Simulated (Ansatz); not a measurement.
The same group exchange along the group B, Ga, In.

Computed with Ansatz on PBE0-D4/def2-TZVP structures; ΔE is electronic, products minus reactants. CBS: MP2 limit from def2 TZ/QZ plus the TZ coupled-cluster correction, frozen cores. This one scheme is used for every species. DFT in def2-TZVPP. def2 core potentials past Kr. For Ga, In outer-core shells are correlated without core-valence functions, which leaves a few kJ/mol of doubt a bond. Scalar relativity is left out up to krypton. One conformer a species, not always the lowest.

| reaction | CCSD(T)/CBS(def2) (kcal/mol) |
| --- | --- |
| `CBOC` + `BS` → `CBS` + `BOC` | 0.9 |
| `C[O][GaH][CH3]` + `[SH][GaH2]` → `[CH3][GaH][SH]` + `C[O][GaH2]` | -0.1 |
| `C[O][InH][CH3]` + `[SH][InH2]` → `[CH3][InH][SH]` + `C[O][InH2]` | ? |

Q: Fill in the missing values. (Best estimate.)

A: Computed: `C[O][InH][CH3]` + `[SH][InH2]` → `[CH3][InH][SH]` + `C[O][InH2]`: 0.0 kcal/mol.

Largest T1 diagnostic: 0.017, for `C[O][InH2]`.
